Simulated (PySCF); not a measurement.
PySCF 2.14 output of a UHF calculation on a single atom or ion in pcseg-2 (6s4p3d2f1g, 56 functions), with no relativity, point nucleus:

```
SCF conv_tol = 1e-09
number electrons alpha = 13  beta = 10
cycle= 1 E= -942.873786815858  delta_E= -0.00688  |g|= 0.0305  |ddm|= 0.0431
cycle= 2 E= -942.873974937085  delta_E= -0.000188  |g|= 0.00533  |ddm|= 0.00794
cycle= 3 E= -942.873981792538  delta_E= -6.86e-06  |g|= 0.000422  |ddm|= 0.00298
cycle= 4 E= -942.87398193561  delta_E= -1.43e-07  |g|= 0.000199  |ddm|= 0.000631
cycle= 5 E= -942.873981964273  delta_E= -2.87e-08  |g|= 3.07e-05  |ddm|= 0.000557
cycle= 6 E= -942.873981965527  delta_E= -1.25e-09  |g|= 3.55e-06  |ddm|= 0.000163
cycle= 7 E= -942.873981965564  delta_E= -3.63e-11  |g|= 1.17e-06  |ddm|= 3.47e-05
converged SCF energy = -942.873981965564  <S^2> = 3.7614073  2S+1 = 4.0056996
```

The run itself started from symmetry-adapted Hartree-Fock orbitals and held the occupation by maximum overlap, so the iterations belong to that start.

Problem. Which element, charge and spin multiplicity is this?

Solution. V (vanadium, neutral), multiplicity 4; the state was [Ar] 3d3 4s2, high-spin 4F determinant.
